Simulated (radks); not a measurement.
Values are calculated unless marked as measured or tabulated.
W+, configuration [Xe] 4f14 5d4 6s1.

Code: a radial shooting solver on a logarithmic mesh with Libxc functionals. Model: Dirac Kohn-Sham, PBE, spin-unpolarised, spherical densities, finite nucleus; open shells fill j = l - 1/2 first; Fermi nuclear charge, rms radius 5.3658 fm.

Energy parts (eV):
part                       energy
total                  -439819.42
kinetic                 495291.94
electron-nucleus      -1097910.69
Hartree                 171639.69
exchange-correlation     -8840.36

Orbitals (lengths in bohr, moments of r in powers of bohr):
orbital  occ.  eigenvalue (eV)   <1/r>      <r^2>
1s1/2       2        -69378.73   87.04  0.0004632
2s1/2       2        -11972.71   21.18   0.007063
2p1/2       2        -11451.92   21.15   0.005042
2p3/2       4        -10099.25   17.77   0.006243
3s1/2       2        -2762.546   7.776    0.04613
3p1/2       2        -2530.034   7.692    0.04232
3p3/2       4        -2237.541   6.817    0.04891
3d3/2       4        -1845.169   6.711    0.03792
3d5/2       6        -1781.559   6.504    0.03973
4s1/2       2        -575.3367   3.267     0.2283
4p1/2       2        -478.8029   3.157     0.2355
4p3/2       4        -411.0221   2.853     0.2708
4d3/2       4        -252.2797   2.638     0.2955
4d5/2       6        -239.7897   2.565     0.3088
4f5/2       6         -41.2742   2.100     0.4573
4f7/2       8         -39.0375   2.069     0.4731
5s1/2       2         -85.8253   1.262      1.285
5p1/2       2         -57.2983   1.131      1.576
5p3/2       4         -47.5241   1.023      1.871
5d3/2       4         -11.9073  0.6767      4.500
5d5/2       0         -11.1431  0.6507      4.862
6s1/2       1         -12.0452  0.4254      10.01

The highest occupied level is 5d3/2 at -11.907 eV. For comparison, the ionisation energy in NIST's Atomic Spectra Database is 16.4 eV (semi-empirical). In exact Kohn-Sham theory the highest level is minus the ionisation energy, but local and semilocal functionals leave it too shallow, through self-interaction and a potential that decays too fast; potentials with the right tail come closer. Summed over all electrons, <r^2> = 53.60 bohr^2, which gives a Langevin (diamagnetic) susceptibility term of -42.5 x 10^-6 cm^3/mol.

Beside tabulated values, note that spin-unpolarised runs miss the spin-polarisation part of the exchange energy of open shells.
